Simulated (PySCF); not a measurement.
Gas-phase reaction: SnO2 + SnH4 → Sn2O2 + 4 H

Method: PySCF energies plus ideal-gas RRHO corrections (1 bar). † marks an energy on the PBE0/def2-TZVP geometry and frequencies. CCSD(T) freezes the core. Open shells (unrestricted): H (multiplicity 2); the rest are closed-shell singlets. Sn: scalar-relativistic def2 core potential, no spin-orbit coupling. SnO2, Sn2O2: computed as isolated molecules; such fragments, hydroxides, amides, oligomers or adducts are transient or little studied in the gas. CCSD(T) isn't extrapolated to the basis-set limit. Warning, large T1 diagnostic: Sn2O2, SnO2 (CCSD(T)/def2-TZVPP†).

HF/def2-TZVP† gives ΔH°(298 K) = 178 kJ.

Question: What do PBE0/def2-SVP†, LDA/def2-TZVP†, CCSD(T)/def2-TZVPP† give?

Answer: PBE0/def2-SVP†: 377 kJ; LDA/def2-TZVP†: 508 kJ; CCSD(T)/def2-TZVPP†: 443 kJ. For scale, ΔH°(298 K) is 178 kJ at this level, 410 kJ at ωB97M-V/def2-TZVP†, and runs from 178 to 646 kJ over the 18 levels computed.
